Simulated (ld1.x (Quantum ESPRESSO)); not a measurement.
**An all-electron radial function and its pseudo partner (Si (Z = 14))**

Columns: radius, all-electron u(r) and pseudo u(r) of the 3s shell (level -10.77 eV) of silicon in the configuration [Ne] 3s2 3p2; PBE, non-relativistic, TM scheme, ld1.x (Quantum ESPRESSO) 7.5.

```json
{"r (bohr)": "0.100", "all-electron": "0.1236", "pseudo": "0.0304"}
{"r (bohr)": "0.200", "all-electron": "-0.1285", "pseudo": "0.0613"}
{"r (bohr)": "0.300", "all-electron": "-0.2984", "pseudo": "0.0930"}
{"r (bohr)": "0.400", "all-electron": "-0.3367", "pseudo": "0.1262"}
{"r (bohr)": "0.500", "all-electron": "-0.2790", "pseudo": "0.1614"}
{"r (bohr)": "0.600", "all-electron": "-0.1667", "pseudo": "0.1997"}
{"r (bohr)": "0.700", "all-electron": "-0.0306", "pseudo": "0.2424"}
{"r (bohr)": "0.800", "all-electron": "0.1092", "pseudo": "0.2908"}
{"r (bohr)": "0.900", "all-electron": "0.2410", "pseudo": "0.3464"}
{"r (bohr)": "1.000", "all-electron": "0.3585", "pseudo": "0.4091"}
{"r (bohr)": "1.100", "all-electron": "0.4589", "pseudo": "0.4772"}
{"r (bohr)": "1.200", "all-electron": "0.5418", "pseudo": "0.5459"}
{"r (bohr)": "1.300", "all-electron": "0.6081", "pseudo": "0.6084"}
{"r (bohr)": "1.400", "all-electron": "0.6592", "pseudo": "0.6592"}
{"r (bohr)": "1.500", "all-electron": "0.6961", "pseudo": "0.6961"}
{"r (bohr)": "1.600", "all-electron": "0.7205", "pseudo": "0.7205"}
{"r (bohr)": "1.700", "all-electron": "0.7337", "pseudo": "0.7337"}
{"r (bohr)": "1.800", "all-electron": "0.7375", "pseudo": "0.7375"}
{"r (bohr)": "1.900", "all-electron": "0.7332", "pseudo": "0.7332"}
{"r (bohr)": "2.000", "all-electron": "0.7223", "pseudo": "0.7223"}
{"r (bohr)": "2.100", "all-electron": "0.7061", "pseudo": "0.7061"}
{"r (bohr)": "2.200", "all-electron": "0.6857", "pseudo": "0.6857"}
{"r (bohr)": "2.300", "all-electron": "0.6621", "pseudo": "0.6621"}
{"r (bohr)": "2.400", "all-electron": "0.6361", "pseudo": "0.6361"}
{"r (bohr)": "2.500", "all-electron": "0.6085", "pseudo": "0.6085"}
{"r (bohr)": "2.600", "all-electron": "0.5799", "pseudo": "0.5799"}
```

Question: How many radial nodes do the two functions have?

Answer: The all-electron 3s function has n − l − 1 = 2; the pseudo-wave has 0, since the states of the same l below it are removed with the core.

Question: At about which radius was the pseudo-wave matched?

Answer: 1.45 bohr. The columns agree to 0.0005 from 1.30 bohr on; several derivatives are matched, so the curves merge somewhat inside the radius.

Question: Is the pseudo-wave norm-conserving?

Answer: Yes: the TM scheme keeps the norm inside the radius equal to the all-electron one, which fixes the energy derivative of the logarithmic derivative at the level.
